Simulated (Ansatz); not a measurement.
`[CH3][Ta](=[O])([F])[Cl]` and `[CH3][Ta]([NH2])(=[O])[F]` differ in one atom or group.

Ansatz, PBE0-D4/def2-TZVP geometries, multiplicity 1. Each molecule was computed in one conformer, which needn't be the lowest.

Elements past krypton have def2 core potentials.

| property | `[CH3][Ta](=[O])([F])[Cl]` |
| --- | --- |
| LUMO energy (ωB97M-V/def2-TZVPP) / eV | 0.02 |
| HOMO–LUMO gap (B3LYP/def2-TZVPP) / eV | 6.55 |
| size of the dipole moment (PBE/def2-TZVPP) / D | 2.31 |
| HOMO–LUMO gap (ωB97M-V/def2-TZVPP) / eV | 11.47 |
| HOMO energy (B3LYP/def2-TZVPP) / eV | -8.91 |
| LUMO energy (PBE0/def2-TZVPP) / eV | -2.13 |

Q: What does the change do to each property? (An estimate is asked.)

A: Ansatz gave: 
```
                                      property  `[CH3][Ta]([NH2])(=[O])[F]`  shift
         LUMO energy (ωB97M-V/def2-TZVPP) / eV                         0.90   0.88
         HOMO–LUMO gap (B3LYP/def2-TZVPP) / eV                         6.77   0.22
size of the dipole moment (PBE/def2-TZVPP) / D                         3.56   1.25
       HOMO–LUMO gap (ωB97M-V/def2-TZVPP) / eV                        11.58   0.11
           HOMO energy (B3LYP/def2-TZVPP) / eV                        -8.08   0.83
            LUMO energy (PBE0/def2-TZVPP) / eV                        -1.05   1.08
```

With PBE0 the HOMO rises by 0.84 eV and the LUMO rises by 1.08 eV, so the gap widens by about 0.24 eV. PBE moves the HOMO by 0.84 eV and ωB97M-V by 0.78 eV. The zero-point energy changes by 63.4 kJ/mol with +6 modes. Dipoles are sizes alone; their direction can turn.

Positive LUMOs are unbound, so they and the gaps depend on the basis.

B3LYP here is the variant with VWN-RPA as its local correlation; programs differ in this.
